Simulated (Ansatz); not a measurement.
Consider the ligand exchange at the Hf–O bond: `C[N](C)[Hf]([OH])([N](C)C)[N](C)C` + HI → `C[N](C)[Hf]([I])([N](C)C)[N](C)C` + H₂O.

Gas-phase electronic energies from Ansatz, PBE0-D4/def2-TZVP geometries. CBS: MP2 limit from def2 TZ/QZ plus the TZ coupled-cluster correction, frozen cores. This one scheme is used for every species. DFT in def2-TZVPP. B3LYP here is the variant with VWN-RPA as its local correlation; programs differ in this. Elements past krypton have def2 core potentials. For Hf, I outer-core shells are correlated without core-valence functions, which leaves a few kJ/mol of doubt a bond. Each species was taken in one conformer, which may not be the lowest.

`C[N](C)[Hf]([OH])([N](C)C)[N](C)C`:

Z-matrix (Å, degrees):
```
Hf
O 1 1.952
N 1 2.046 2 111.2
N 1 2.049 2 111.2 3 120.3
C 1 3.146 2 126.7 3 136.9
C 1 3.026 2 92.2 3 -16.0
N 1 2.046 2 113.8 3 -119.6
C 1 2.992 2 97.5 3 -140.0
C 1 3.151 2 125.1 3 17.9
C 1 3.041 2 91.4 3 105.9
C 1 3.178 2 123.9 3 -99.7
H 2 0.951 1 160.5 3 121.7
H 5 1.101 1 123.6 2 28.5
H 5 1.093 1 79.7 2 133.1
H 5 1.101 1 124.2 2 -122.4
H 6 1.096 1 75.0 2 -39.7
H 6 1.101 1 125.9 2 -140.3
H 6 1.101 1 124.1 2 61.1
H 8 1.101 1 124.6 2 50.5
H 8 1.101 1 125.9 2 -148.5
H 8 1.098 1 73.6 2 -49.3
H 9 1.101 1 124.7 2 -126.5
H 9 1.092 1 80.1 2 128.6
H 9 1.101 1 122.8 2 23.8
H 10 1.101 1 125.1 2 -136.0
H 10 1.096 1 75.4 2 -34.8
H 10 1.101 1 124.7 2 66.2
H 11 1.092 1 81.3 2 116.5
H 11 1.101 1 122.9 2 10.7
H 11 1.101 1 124.1 2 -137.9
```

HI:

Cartesian coordinates in Å:
```
I -0.794 -0.104 0.080
H 0.794 0.104 -0.080
```

`C[N](C)[Hf]([I])([N](C)C)[N](C)C`:

Z-matrix (Å, degrees):
```
Hf
I 1 2.782
N 1 2.031 2 110.8
N 1 2.031 2 110.9 3 -120.0
C 1 2.991 2 96.0 3 -141.3
C 1 3.164 2 119.8 3 20.2
N 1 2.031 2 110.8 3 120.0
C 1 2.991 2 95.9 3 98.7
C 1 2.991 2 96.0 3 -21.3
C 1 3.164 2 119.9 3 -99.8
C 1 3.163 2 119.9 3 140.2
H 5 1.097 1 74.1 2 -53.3
H 5 1.099 1 124.0 2 46.7
H 5 1.099 1 125.6 2 -153.6
H 6 1.100 1 122.4 2 7.6
H 6 1.092 1 81.4 2 113.7
H 6 1.099 1 124.0 2 -140.7
H 8 1.097 1 74.1 2 -53.1
H 8 1.099 1 125.6 2 -153.4
H 8 1.098 1 124.0 2 46.8
H 9 1.098 1 124.0 2 46.6
H 9 1.097 1 74.1 2 -53.3
H 9 1.100 1 125.6 2 -153.6
H 10 1.100 1 122.3 2 7.9
H 10 1.092 1 81.4 2 113.9
H 10 1.099 1 124.1 2 -140.5
H 11 1.100 1 124.0 2 -140.4
H 11 1.092 1 81.4 2 113.9
H 11 1.100 1 122.3 2 7.9
```

H₂O:

Cartesian coordinates in Å:
```
O -0.308 0.191 -0.141
H -0.242 -0.745 0.060
H 0.551 0.555 0.082
```

```csv
level,ΔE (kJ/mol)
PBE-D4,-56.6
B97M-V,-50.0
B3LYP-D4,-50.4
ωB97X-V,-53.1
r2SCANh,-59.9
MP2/def2-TZVPP,-79.0
HF/def2-QZVPP,-54.9
CCSD/CBS(def2),-65.1
```

(1) What does CCSD(T)/CBS give? (An estimate is asked.)

Largest T1 diagnostic among the species: 0.014.

Answers

(1) Ansatz gave: -69.9 kJ/mol. The listed levels differ from it by 13.3, 19.9, 19.5, 16.8, 10.0, -9.1, 15.0, 4.8 kJ/mol.

The D4 term adds −6.7 kJ/mol with B3LYP and −4.3 kJ/mol with PBE0; it sums over pairs of atoms, weighted by their polarisabilities, and B3LYP, whose exchange is more repulsive, gets the larger term. From r2SCAN to r2SCAN0 (25 % exact exchange), in def2-TZVPP and without D4, ΔE moves by −4.3 kJ/mol.
